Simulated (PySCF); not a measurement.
# Basis-set dependence of population analyses: `CO/C=C\[SiH2]Cl`

C3H7ClOSi.
Atom-mapped SMILES: `[CH3:1][O:2]/[CH:3]=[CH:4]\[SiH2:5][Cl:6]` (hydrogens: H7, H8, H9 on C1; H10 on C3; H11 on C4; H12, H13 on Si5)

PBE0 throughout (PySCF), one geometry, spherical d and f functions. The structure is a single PBE0-D3(BJ)/def2-SVP conformer in the gas phase; no vibrational or solvent corrections. Atoms taken as equivalent share a column and are averaged. The first 7 of 10 kinds of atom are listed.

Mulliken charges (e):

```csv
basis,functions,C1,O2,C3,C4,Si5,Cl6,H7/H8/H9
pcSseg-0,76,-0.320,-0.658,+0.189,-0.811,+0.876,-0.415,+0.242
6-31G*,106,-0.286,-0.436,+0.143,-0.457,+0.522,-0.312,+0.189
cc-pVDZ,127,+0.051,-0.260,+0.151,-0.255,+0.414,-0.264,+0.057
def2-SVP,127,+0.102,-0.336,+0.159,-0.335,+0.571,-0.297,+0.056
aug-cc-pVDZ,209,+0.871,-0.651,+1.325,-0.040,-0.146,-0.456,-0.143
"6-311+G(2d,p)",220,-0.226,-0.293,+0.142,-0.548,+0.587,-0.259,+0.157
def2-TZVP,240,-0.247,-0.210,+0.047,-0.330,+0.393,-0.274,+0.137
cc-pVTZ,286,-0.117,-0.188,+0.059,-0.308,+0.375,-0.254,+0.092
IGLO-III,298,-0.261,-0.243,+0.146,-0.472,+1.006,-0.409,+0.136
pcSseg-2,328,+0.108,-0.374,+0.270,-0.444,+0.725,-0.314,+0.044
```

IAO charges (e):

```
        basis  functions      C1      O2      C3      C4     Si5     Cl6  H7/H8/H9
     pcSseg-0         76  -0.223  -0.306  +0.072  -0.504  +0.657  -0.309    +0.153
       6-31G*        106  -0.205  -0.317  +0.097  -0.530  +0.790  -0.337    +0.146
      cc-pVDZ        127  -0.203  -0.313  +0.091  -0.530  +0.786  -0.334    +0.145
     def2-SVP        127  -0.194  -0.313  +0.093  -0.527  +0.798  -0.327    +0.142
  aug-cc-pVDZ        209  -0.211  -0.324  +0.090  -0.536  +0.791  -0.340    +0.149
6-311+G(2d,p)        220  -0.212  -0.326  +0.091  -0.546  +0.818  -0.342    +0.150
    def2-TZVP        240  -0.210  -0.325  +0.095  -0.549  +0.830  -0.343    +0.149
      cc-pVTZ        286  -0.212  -0.323  +0.094  -0.546  +0.817  -0.342    +0.150
     IGLO-III        298  -0.212  -0.326  +0.091  -0.548  +0.823  -0.338    +0.150
     pcSseg-2        328  -0.211  -0.326  +0.094  -0.549  +0.826  -0.342    +0.150
```

Some averages cover members that differ in this geometry, most widely: H7/H8/H9, Mulliken in aug-cc-pVDZ -0.295 to -0.062; H7/H8/H9, Mulliken in cc-pVTZ +0.080 to +0.115; H7/H8/H9, Mulliken in IGLO-III +0.121 to +0.155; H7/H8/H9, IAO in pcSseg-0 +0.141 to +0.174 e.

**Question.** Which scheme is steadiest as the basis changes?

**Answer.** Largest range over the bases for any column: IAO 0.17 e, Mulliken 1.28 e. IAO charges move least and Mulliken charges most, counted in e.

**Question.** How much do the charges still move between the two largest bases, IGLO-III and pcSseg-2?

**Answer.** At most, over all atoms: Mulliken 0.369 e, IAO 0.004 e.

**Question.** What do the same runs give for the total energy, the frontier levels and the dipole moment?

**Answer.** 
| basis | energy (Eh) | HOMO (eV) | LUMO (eV) | μ (D) |
| --- | --- | --- | --- | --- |
| pcSseg-0 | -941.6357 | -7.08 | -0.24 | 5.68 |
| 6-31G* | -942.9208 | -6.79 | 0.00 | 4.87 |
| cc-pVDZ | -942.9756 | -6.83 | -0.13 | 4.53 |
| def2-SVP | -942.5873 | -6.91 | -0.18 | 4.48 |
| aug-cc-pVDZ | -942.9931 | -6.99 | -0.45 | 4.39 |
| 6-311+G(2d,p) | -943.0443 | -7.01 | -0.46 | 4.39 |
| def2-TZVP | -943.0644 | -6.99 | -0.37 | 4.32 |
| cc-pVTZ | -943.0672 | -6.96 | -0.32 | 4.37 |
| IGLO-III | -943.0612 | -6.97 | -0.41 | 4.16 |
| pcSseg-2 | -943.0799 | -7.04 | -0.45 | 4.48 |

The dipole is fixed by the density alone, so its range of 1.52 D shows that the density itself changes with the basis, not only its division among atoms.
